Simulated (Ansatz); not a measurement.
Consider the cleavage of the Si–Sn bond: `[OH][SnH2][SiH2]Cl` + `C[SiH](N)Cl` → `C[SiH](Cl)N[SiH2]Cl` + `[OH][SnH3]`.

Isolated molecules relaxed with PBE0-D4/def2-TZVP in Ansatz; ΔE leaves out vibrations. CCSD(T)/CBS adds triple-zeta CCSD(T) − MP2 to the extrapolated MP2 energy (def2 sets, frozen cores). Functionals use def2-TZVPP. Elements past krypton have def2 core potentials. For Sn outer-core shells are correlated without core-valence functions, which leaves a few kJ/mol of doubt a bond. Each species was taken in one conformer, which may not be the lowest.

```csv
level,ΔE (kJ/mol)
r2SCAN-D4,-46.7
ωB97X-V,-51.8
ωB97M-V,-54.0
PBE0,-36.4
MP2/def2-TZVPP,-57.4
CCSD/def2-TZVPP,-55.2
MP2/def2-QZVPP,-54.1
MP2/CBS(def2),-51.3
```

Task: What does CCSD(T)/CBS give? (Best estimate.)

Result: Computed: -48.7 kJ/mol. The listed levels differ from it by 2.0, -3.1, -5.3, 12.3, -8.7, -6.5, -5.4, -2.6 kJ/mol.

Largest T1 diagnostic among the species: 0.014.

From PBE to PBE0 (25 % exact exchange), in def2-TZVPP and without D4, ΔE moves by −7.3 kJ/mol. The D4 term adds −8.2 kJ/mol with B3LYP and −4.7 kJ/mol with PBE0; it sums over pairs of atoms, weighted by their polarisabilities, and B3LYP, whose exchange is more repulsive, gets the larger term.

B3LYP here is the variant with VWN-RPA as its local correlation; programs differ in this.
